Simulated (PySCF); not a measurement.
Species: C₅H₁₂Si₃.
Geometry (GFN2-xTB, Å), atoms numbered from 1 in this order:
```
atom  x, y, z in Å
C1     2.7589    0.9844   -1.0410
C2     2.1241    0.1399   -0.4746
C3     1.3293   -0.8518    0.1985
Si4    0.5561   -0.0861    1.7722
C5    -0.6987    1.2370    1.2499
Si6   -2.0450    0.6093    0.0648
C7    -1.2068   -0.1849   -1.4445
Si8    0.0296   -1.5579   -1.0151
H9     3.3355    1.7095   -1.5327
H10    1.9924   -1.6660    0.5032
H11    1.6231    0.5056    2.5945
H12   -0.0994   -1.1584    2.5348
H13   -0.1596    2.0555    0.7726
H14   -1.1676    1.6580    2.1375
H15   -2.8835   -0.3874    0.7485
H16   -2.9049    1.7264   -0.3629
H17   -0.6843    0.5884   -2.0080
H18   -1.9691   -0.5836   -2.1115
H19    0.7124   -2.0390   -2.2263
H20   -0.6475   -2.6883   -0.3629
```

NICS = −σ at a ghost point: NICS(0) at the centroid of the ring atoms, NICS(1) 1 Å to either side along the normal of their mean plane, zz for the tensor component along that normal. Level: GIAO PBE0/pcSseg-1 (PySCF, non-relativistic, gas phase) on the GFN2-xTB geometry, one conformer.

Ring bond lengths (Å), with Mayer bond orders in brackets: C3–Si4 1.913 (0.84), Si4–C5 1.897 (0.93), C5–Si6 1.900 (0.91), Si6–C7 1.900 (0.91), C7–Si8 1.897 (0.93), Si8–C3 1.913 (0.84).

**Question.** What do the NICS probes read (ppm)?

**Answer.** 
```
                ring                                                type  NICS(0)  NICS(1), two faces  NICS(1)zz, two faces  rms pucker (Å)  centre to ring atoms, mean (Å)
C3–Si4–C5–Si6–C7–Si8  6-membered ring with 3 Si; formal bonds all single     -2.3         -1.7 / -1.9             2.7 / 4.8            0.29                            1.84
```

**Question.** What can be read from them?

**Answer.** 
- C3–Si4–C5–Si6–C7–Si8: mean NICS(1)zz 3.8 ppm, deshielded. C3, Si4, C5, Si6, C7, Si8 have four or more neighbours, and the NICS criterion for π rings isn't applied.

**Question.** List the ring angles and the Hirshfeld charges of the ring atoms.

**Answer.** 
- C3–Si4–C5–Si6–C7–Si8: C3 113.3° (-0.181 e), Si4 108.7° (+0.343 e), C5 114.2° (-0.249 e), Si6 108.7° (+0.338 e), C7 114.2° (-0.249 e), Si8 108.6° (+0.344 e); sum 667.7° against 720° for a flat convex ring.

**Question.** What are the shieldings of the ring atoms and their hydrogens in the same run (means over atoms taken as equivalent)?

**Answer.** 
```csv
atoms,environment,σ isotropic (ppm)
C3,sp3 carbon bound to silicon,188.6
Si4 (×2),SiH2 silicon,386.3
C5 (×2),sp3 carbon bound to silicon,198.3
Si6,SiH2 silicon,392.1
H10,methine hydrogen,30.33
H11 (×2),Si–H hydrogen,27.01
H12 (×2),Si–H hydrogen,27.25
H13 (×2),methylene hydrogen,31.29
H14 (×2),methylene hydrogen,32.06
H15,Si–H hydrogen,27.34
H16,Si–H hydrogen,26.98
```
